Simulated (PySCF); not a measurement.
This script is equivalent to a calculation on Se⁺ (selenium, charge +1).

```python
from pyscf import gto, scf, dft, mp, cc
import basis_set_exchange as bse
mol = gto.M(atom="Se 0 0 0", charge=1, spin=3, symmetry="D2h",
            basis=gto.basis.parse(bse.get_basis("def2-SVP", elements=["Se"], fmt="nwchem", header=False)))
mf = scf.UHF(mol)
mf.irrep_nelec = {'Ag': (6, 6), 'B1g': (1, 1), 'B2g': (1, 1), 'B3g': (1, 1), 'B1u': (3, 2), 'B2u': (3, 2), 'B3u': (3, 2)}
mf.kernel()
```

Question: What total energy does it give?

Answer: -2399.21494 hartree (calculated).

Question: Which occupied shell lies highest, and where?

Answer: 4p α, at -21.460 eV.

Question: What is ⟨S²⟩, and what would a pure spin state give?

Answer: 3.751, against 3.75.
